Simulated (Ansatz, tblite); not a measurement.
Cost and result up the ladder for Si(NH2)Cl3 (SiNCl₃H₂) (7 atoms). Total charge 0; singlet. Geometry: PBE-D4/def2-SVP.

| atom | x (Å) | y (Å) | z (Å) |
| --- | --- | --- | --- |
| Si1 | 0.152 | 0.145 | -0.529 |
| N2 | -0.495 | -0.287 | 0.994 |
| H3 | -0.484 | 0.397 | 1.754 |
| H4 | -0.376 | -1.243 | 1.337 |
| Cl5 | -0.607 | 1.991 | -1.040 |
| Cl6 | -0.409 | -1.296 | -1.892 |
| Cl7 | 2.220 | 0.293 | -0.624 |

Ansatz on 4 threads of Intel Xeon on a shared host; xTB runs through tblite on one thread. Times are rough, summed over both states, and most runs start from the orbitals of an earlier one. PBE0-D4/def2-TZVP serves as the yardstick here, not as an exact answer. The other state is a doublet.

The xTB rows come from tblite.

Raw xTB energies of ions are shifted by several eV.

```tsv
level	functions	wall time	vertical IE (eV)	difference from PBE0-D4/def2-TZVP (eV)
GFN1-xTB	44	0.044 s	14.45	3.98
GFN2-xTB	42	0.056 s	14.45	3.98
PBE-D4/def2-TZVP	191	12 s	10.00	-0.47
r2SCAN-D4/def2-TZVP	191	21 s	10.22	-0.26
PBE0-D4/def2-TZVP	191	22 s	10.48	0.00
```
